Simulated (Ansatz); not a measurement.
`[NH2][Mo](=[S])(=[S])[Cl]` + `F[SiH2][SnH3]` → `[F][Mo](=[S])(=[S])[Cl]` + `N[SiH2][SnH3]` at 400 K and 1 bar (redistribution).

Isolated molecules relaxed with PBE0-D4/def2-TZVP in Ansatz; ΔE leaves out vibrations. CCSD(T)/CBS is the MP2 limit (def2-TZVPP, def2-QZVPP) plus CCSD(T) − MP2 in def2-TZVPP, frozen cores. Elements past krypton have def2 core potentials. For Mo, Sn outer-core shells are correlated without core-valence functions, which leaves a few kJ/mol of doubt a bond. One conformer a species, not always the lowest.

```tsv
species	CCSD(T)/CBS energy (Eh)	H − E (kJ/mol)	S (J/(mol·K))
`[NH2][Mo](=[S])(=[S])[Cl]`	-1379.53298	113.8	396.9
`F[SiH2][SnH3]`	-605.93962	134.4	369.4
`[F][Mo](=[S])(=[S])[Cl]`	-1423.42718	48.5	382.4
`N[SiH2][SnH3]`	-562.02294	199.5	389.7
```

H − E and S are ideal-gas, rigid-rotor, harmonic terms from PBE0-D4/def2-TZVP, for one conformer and one mirror image of each species. 1 Eh = 2625.50 kJ/mol, R = 8.31446 J/(mol·K).

Question: By hand: ΔE, ΔH, ΔS and ΔG.

Answer: ΔE = (-1423.42718) + (-562.02294) − (-1379.53298) − (-605.93962) = 0.02248 Eh = 59.0 kJ/mol. Δ(H − E) = 48.5 + 199.5 − 113.8 − 134.4 = -0.2, so ΔH = 58.8 kJ/mol. ΔS = 382.4 + 389.7 − 396.9 − 369.4 = 5.8 J/(mol·K). ΔG = 58.8 − 400 × (5.8)/1000 = 56.5 kJ/mol.

Question: By hand: the equilibrium constant, and the temperature at which ΔG would vanish if ΔH and ΔS stayed fixed.

Answer: log₁₀ K = −ΔG/(RT ln 10) = -7.4. ΔG = 0 at ΔH/ΔS = 10138 K, far beyond where these terms or the molecules hold.

The number of gas molecules stays the same, so ΔS is small and ΔH decides. A doubt of 5 kJ/mol in ΔE shifts log₁₀ K by 0.7 here. Other conformers and mirror images would add mixing entropy, several J/(mol·K) or more a flexible species. Modes under 60 cm⁻¹, often nearly free rotors, make the harmonic entropy too high. These are equilibria of isolated gas molecules and say nothing of rates. Largest T1 diagnostic: 0.024 (customary marks: 0.02 for closed shells, 0.045 for open ones).
